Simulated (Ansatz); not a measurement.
Mulliken charges of FGeH₆NSi, SMILES `[NH2][GeH]([F])[SiH3]` from r2SCAN/def2-TZVPP in Ansatz (PBE0-D4/def2-TZVP geometry).

```csv
atom,x (Å),y (Å),z (Å),charge (e)
N1,-0.511,1.122,-1.395,-0.436
Ge2,0.724,0.284,-0.357,0.577
F3,1.546,-0.981,-1.266,-0.400
Si4,-0.348,-0.829,1.457,0.134
H5,-0.150,1.669,-2.163,0.153
H6,-1.283,0.556,-1.715,0.151
H7,1.828,1.305,-0.041,-0.029
H8,-1.493,-1.613,0.926,-0.053
H9,-0.846,0.175,2.432,-0.050
H10,0.617,-1.738,2.124,-0.046
```

**Question.** By hand: the dipole of these point charges (1 e Å = 4.8032 D).

**Answer.** Σ q r = (-0.201, 0.414, 0.247) e Å, of length 0.522 e Å = 2.51 D.

**Question.** How does the dipole of the full density compare? (Best estimate.)

**Answer.** Ansatz gave: (-0.266, 0.207, 0.068) e Å, 1.65 D; the point charges give 1.52 times that, at 30° from its direction.

Point charges leave out the atoms' own dipoles, such as those of lone pairs, and Mulliken's split depends on the basis, so the two needn't agree.
